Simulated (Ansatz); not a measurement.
## Strength of the C–H bond: SiH(CH3)(OH)2 → SiH(CH2)(OH)2 + H

Species: SiH(CH3)(OH)2, singlet; SiH(CH2)(OH)2, doublet; H atom, doublet. 

Shapes, held fixed at every level: PBE0-D4/def2-TZVP. Flexible molecules stand in one conformer, not always the lowest. Programs: Ansatz 0.2.0. Electronic energies: no zero-point or thermal term.

```csv
level,kind,ΔE (kJ/mol),less CCSD(T)/CBS estimate,CPU time (sum over the molecules)
HF/def2-TZVPP,Hartree–Fock,+343.0,-117.0,–
r2SCAN-D4/def2-TZVPP,meta-GGA,+439.4,-20.6,20 s
B3LYP-D4/def2-TZVPP,global hybrid,+451.6,-8.4,18 s
PBE0-D4/def2-TZVPP,global hybrid,+445.7,-14.3,12 s
wB97X-V/def2-TZVPP,range-separated hybrid,+457.1,-2.9,32 s
B2PLYP/def2-TZVPP,double hybrid,+451.0,-9.0,21 s
CCSD(T)/CBS estimate,coupled cluster or CI,+460.0,0.0,2.2 min
```

The highest level, CCSD(T)/CBS estimate, gives ΔE = +460.0 kJ/mol; the levels span +343.0 to +460.0. The column of differences is taken from that level and isn't an error. Hartree–Fock misses the correlation of the pair that is broken and comes out low. No measured value is set beside it here. Open shells run unrestricted unless RO is named. The CBS estimate extrapolates MP2 from def2-TZVPP and def2-QZVPP and adds CCSD(T) − MP2 in the triple-zeta set, cores frozen. Times are processor times on shared x86 and Arm servers, and rough.
